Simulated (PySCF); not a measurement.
## A small calculation by hand: oscillator strength and radiative lifetime

BH2O2, SMILES O[B]O (connectivity only; charge and spin as stated), charge +1, multiplicity 1.

Geometry optimised at B3LYP-D3(BJ)/def2-TZVP. The multiplicity is an assumed one; other spin states were not compared. The isomer is the one that the SMILES or the coordinates give; other isomers of the formula were not compared. One conformer was computed; it need not be the lowest.

TDDFT-ωB97X/def2-SVPD in PySCF puts the first singlet state with f over 0.02 at 11.75 eV (vertical), with the transition dipole (-0.247, 0.246, 0.000) in atomic units.

Q: Find the oscillator strength, the wavelength and the radiative lifetime that this transition would have in vacuum if emission retraced absorption.

A: 
|μ|² = 0.1215 au, so |μ| = 0.89 D. ΔE = 11.75/27.211 = 0.4318 hartree. f = (2/3) ΔE |μ|² = 0.035 (the program prints 0.035).
λ = 1239.84/11.75 = 106 nm; ν = 94770 cm⁻¹.
Einstein's coefficient A = 0.6670 ν² f s⁻¹ (ν in cm⁻¹) = 2.1e8 s⁻¹, so τ = 1/A = 4.8 ns. This state is S6; the lower singlets have f = 0.000, 0.004, 0.000, 0.002, 0.003. The figure is the radiative limit of this one transition; relaxation, internal conversion, crossing to triplets and a medium change what is measured.
